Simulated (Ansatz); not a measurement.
Cost and result for the atomization energy of `NCB(N)O` (12 atoms, 11 bonds).

Cartesian coordinates in Å:
```
N -0.785 1.377 -0.801
C -0.551 0.525 0.371
B 0.392 -0.689 -0.042
N 1.080 -1.473 0.897
O 0.502 -0.973 -1.374
H 0.011 1.981 -0.964
H -1.588 1.979 -0.675
H -1.516 0.094 0.666
H -0.187 1.071 1.254
H 1.049 -1.303 1.885
H 1.635 -2.266 0.628
H -0.043 -0.324 -1.845
```

Total charge 0; spin multiplicity 1. Geometry: relaxed with PBE0-D4/def2-TZVP. It is one conformer, not always the lowest. Program: Ansatz. All runs use 4 threads of an Arm Neoverse V1 on a shared host. Times are those of one run each, without the atoms' runs, and a repeat can differ threefold. Electronic energies, without spin–orbit coupling; frozen cores. CCSD(T)/CBS adds CCSD(T) − MP2 in def2-TZVPP to the MP2 limit, and its time is that of the two runs behind it. T1 = 0.011. B3LYP takes the VWN-RPA correlation (the form of Gaussian; ORCA's B3LYP/G).

CCSD(T)/CBS is a level of theory with its own doubt, some kJ/mol a heavy atom from the limit and from the frozen cores, so smaller differences don't rank the functionals.

| level | functions | wall time |
| --- | --- | --- |
| PBE-D4/def2-TZVPP (with forces) | 253 | 2.3 s |
| PBE0-D4/def2-TZVPP | 253 | 2.4 s |
| B3LYP-D4/def2-TZVPP (with forces) | 253 | 3.6 s |
| r2SCAN-D4/def2-TZVPP (with forces) | 253 | 4.1 s |
| B2PLYP/def2-TZVPP | 253 | 4.5 s |
| ωB97X-V/def2-TZVPP | 253 | 7 s |
| ωB97M-V/def2-TZVPP (with forces) | 253 | 9.5 s |
| MP2/def2-QZVPP | 495 | 21 s |
| CCSD(T)/def2-TZVPP | 253 | 2.4 min |
| CCSD(T)/CBS(def2) | – | 2.8 min |

Q: What atomization energy does each give, and how far from CCSD(T)/CBS? (An estimate is asked.)

A: Computed: 
| level | atomization (kJ/mol) | difference from CCSD(T)/CBS | per bond |
| --- | --- | --- | --- |
| PBE-D4/def2-TZVPP (with forces) | 4795.0 | 125.1 | 11.4 |
| PBE0-D4/def2-TZVPP | 4689.5 | 19.6 | 1.8 |
| B3LYP-D4/def2-TZVPP (with forces) | 4697.8 | 27.9 | 2.5 |
| r2SCAN-D4/def2-TZVPP (with forces) | 4672.7 | 2.8 | 0.3 |
| B2PLYP/def2-TZVPP | 4640.5 | -29.4 | -2.7 |
| ωB97X-V/def2-TZVPP | 4688.5 | 18.6 | 1.7 |
| ωB97M-V/def2-TZVPP (with forces) | 4704.9 | 35.0 | 3.2 |
| MP2/def2-QZVPP | 4697.6 | 27.7 | 2.5 |
| CCSD(T)/def2-TZVPP | 4536.2 | -133.7 | -12.2 |
| CCSD(T)/CBS(def2) | 4669.9 | 0.0 | 0.0 |

From PBE to PBE0 (25 % exact exchange), in def2-TZVPP and without D4, the atomization energy moves by −102.3 kJ/mol: exact exchange takes away binding that semilocal exchange gives to molecules. The D4 term adds +30.3 kJ/mol with B3LYP and +15.9 kJ/mol with PBE0; it sums over pairs of atoms, weighted by their polarisabilities, and B3LYP, whose exchange is more repulsive, gets the larger term. In def2-TZVPP, CCSD(T) changes the Hartree–Fock value by +1237.3 kJ/mol (the triples alone add +69.3 kJ/mol) and MP2 by +1319.5 kJ/mol; breaking electron pairs costs correlation energy, which Hartree–Fock lacks.
